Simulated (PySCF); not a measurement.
## Electron correlation in Hf⁵⁸⁺ (hafnium, charge +58)

[Ne] 3s2 3p2, high-spin 3P determinant. Calculation: PySCF 2.14, in an even-tempered Gaussian basis (17 s from 15 bohr⁻², ratio 2.5; 12 p from 20 bohr⁻², ratio 2.5; 4 d from 76 bohr⁻², ratio 2.7; 4 f from 110 bohr⁻², ratio 2.7); scalar relativity by spin-free X2C-1e. Frozen: 1s2; 12 electrons correlated; the 20 highest virtual orbitals of each spin left out.

| level | correlation energy (mhartree) |
| --- | --- |
| CCSD | -543.25 |
| (T) | -0.50 |
| CCSD(T) | -543.75 |

Diagnostics: T1 = 0.00030, D1 = 0.0013, largest double amplitude 0.033.

Question: Is a single reference adequate?

Answer: Yes, within this model without spin-orbit coupling: T1 lies below 0.03 and no double amplitude reaches 0.07.

At this charge the one-electron X2C treatment keeps the bare 1/r₁₂, with no two-electron picture change or Breit term. The effect here is smaller than on the frozen 1s shell; and a scalar Hamiltonian misses the large spin-orbit splitting of the p shells, which matters for ns² → np² pairs.

Spin-orbit coupling is strong in this species, so the high-spin LS determinant is a model state.
